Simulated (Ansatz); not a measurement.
Geometry optimisation, RKS CAM-B3LYP-D4/def2-SVP in Ansatz 0.2.0.

input.yaml

```yaml
crystal:
  periodic: [false, false, false]
  atoms:
    - { symbol: B, position_ang: [-2.5056, 0.0361, -0.1131] }
    - { symbol: C, position_ang: [-1.0685, 0.4777, -0.4021] }
    - { symbol: C, position_ang: [-0.0666, -0.1813, 0.1184] }
    - { symbol: F, position_ang: [-0.1787, -1.2378, 0.9457] }
    - { symbol: C, position_ang: [1.3514, 0.2291, -0.1791] }
    - { symbol: C, position_ang: [2.3985, -0.3851, 0.3508] }
    - { symbol: H, position_ang: [-3.4013, 0.7033, -0.6177] }
    - { symbol: H, position_ang: [-2.781, -0.8166, 0.5681] }
    - { symbol: H, position_ang: [-0.8865, 1.3461, -1.0097] }
    - { symbol: H, position_ang: [1.5282, 1.0863, -0.7887] }
    - { symbol: H, position_ang: [2.27809, -1.21467, 1.00548] }
    - { symbol: H, position_ang: [3.43022, -0.06939, 0.14775] }
basis:
  gaussian: { orbitals: def2-SVP }
hamiltonian:
  xc: cam_b3lyp
  dispersion: d4
relax:
  f_tol: 0.015
  max_steps: 40
```

Run as:

```bash
$ ansatz run input.yaml --threads 2 --pin off --max-ram 3072MiB --backend cpu --events-out ev --progress --plain --runs-dir out
```

Question: Where does it end, and by what steps?

Answer: The run converged. After 6 steps the energy has fallen by 0.335 eV; F4 moved furthest, 0.09 Å.

```tsv
step	energy less start (eV)	largest force component (eV/Å)	accepted
0	0.0000	3.714	yes
1	-0.2674	1.508	yes
2	-0.3085	0.596	yes
3	-0.3318	0.261	yes
4	-0.3342	0.168	yes
5	-0.3349	0.042	yes
6	-0.3350	0.015	yes
```

```xyz
12
Properties=species:S:1:pos:R:3
B -2.542 0.066 -0.114
C -1.104 0.496 -0.404
C -0.013 -0.125 0.094
F -0.142 -1.177 0.896
C 1.376 0.244 -0.155
C 2.413 -0.409 0.375
H -3.464 0.682 -0.590
H -2.771 -0.886 0.587
H -0.879 1.351 -1.047
H 1.525 1.102 -0.814
H 2.259 -1.266 1.034
H 3.439 -0.104 0.165
```

Run time: 28 s on 2 threads of Arm Neoverse V1, on a shared host, peak memory 0.31 GiB.
